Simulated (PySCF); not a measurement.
2,5-dihydro-1H-silol-1-amine (C₄H₉NSi), SMILES N[SiH]1CC=CC1.

Geometry: PBE0-D3(BJ)/def2-SVP. The values are those of a single conformer.

Two levels are set side by side: TDDFT-PBE/def2-SVPD (PySCF) and TDDFT-CAM-B3LYP/def2-SVPD (PySCF). Vertical, same geometry. The lowest singlet is HOMO→LUMO 94 % with PBE and HOMO−1→LUMO 73 % with the other functional; states are paired by order. Differences are taken from unrounded values.

| quantity | TDDFT-CAM-B3LYP | TDDFT-PBE | TDDFT-PBE minus TDDFT-CAM-B3LYP |
|---|---|---|---|
| lowest singlet excitation (eV) | 6.42 | 5.26 | -1.16 |
| lowest triplet excitation (TDA) (eV) | 4.27 | 4.35 | 0.08 |
| first bright state (f over 0.05) (eV) | 7.07 | 6.84 | -0.23 |
| its oscillator strength | 0.21 | 0.10 | -0.11 |

A lower first singlet is the usual sign of a functional without exact exchange. Differences between two approximate levels are no errors against the true value.

Rough cost on one machine, each run with all the roots and properties that it gave: TDDFT-CAM-B3LYP against TDDFT-PBE about 9 times.
